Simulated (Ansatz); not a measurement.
A nudged elastic band was laid between two geometries of CH$_{4}$OSSi (8 atoms, charge 0, multiplicity 1).

All numbers below come from RKS revPBE/def2-SVP (Ansatz 0.2.0).

```
movable images  : 9
climbing image  : yes
spring          : 5.0 eV/Å²
optimiser       : quadratic models (default)
start path      : IDPP
force threshold : 0.2 eV/Å
iteration limit : 33
end points      : relaxed
```

First end point:

```xyz
8
Properties=species:S:1:pos:R:3
O -1.126 1.712 -0.581
S -1.067 1.152 1.021
C 0.022 -0.189 0.929
Si 1.141 -0.716 -0.332
H -1.734 1.105 -1.059
H 0.074 -0.703 1.909
H 0.963 -0.282 -1.751
H 1.728 -2.079 -0.136
```

Last end point:

```xyz
8
Properties=species:S:1:pos:R:3
O -1.401 1.454 -0.628
S -1.119 1.084 1.007
C -0.022 -0.253 0.923
Si 0.920 -0.925 -0.404
H -0.740 2.139 -0.863
H 0.144 -0.670 1.936
H 0.616 -0.600 -1.831
H 1.603 -2.229 -0.141
```

Question: What changes between the two ends?

Answer: No bond is made or broken. The dihedral H5–O1–S2–C3 goes from 79 to -92°.

Question: Give the energies along the band, and the barrier.

Answer: The run converged. The highest image is number 5 of 0 to 10, 17.2 kJ/mol above the first end and 16.2 kJ/mol above the last; the last end lies 1.1 kJ/mol above the first. The threshold of 0.2 eV/Å is loose, so the images may lie well off the minimum-energy path. The order of the stationary point at the top wasn't checked.

```tsv
image	path coordinate (Å)	energy (kJ/mol)	dihedral H5–O1–S2–C3 (°)
0	0.00	0.0	79
1	0.26	0.9	68
2	0.53	3.5	53
3	0.79	8.1	33
4	1.06	14.0	10
5	1.32	17.2	-18
6	1.55	14.8	-36
7	1.77	9.5	-56
8	2.00	4.5	-74
9	2.22	1.8	-87
10	2.45	1.1	-92
```

Question: What is the geometry of the highest image?

Answer: 
```xyz
8
Properties=species:S:1:pos:R:3
O -1.384 1.716 -0.440
S -0.873 1.272 1.119
C 0.077 -0.125 0.920
Si 1.037 -0.807 -0.447
H -0.792 1.256 -1.070
H 0.309 -0.527 1.928
H 0.399 -0.503 -1.788
H 1.228 -2.282 -0.223
```

Run time: 4 min on 1 thread of Intel(R) Xeon(R) Processor @ 2.50GHz (Skylake/Cascade Lake), with other jobs on the host, peak memory 0.26 GiB.
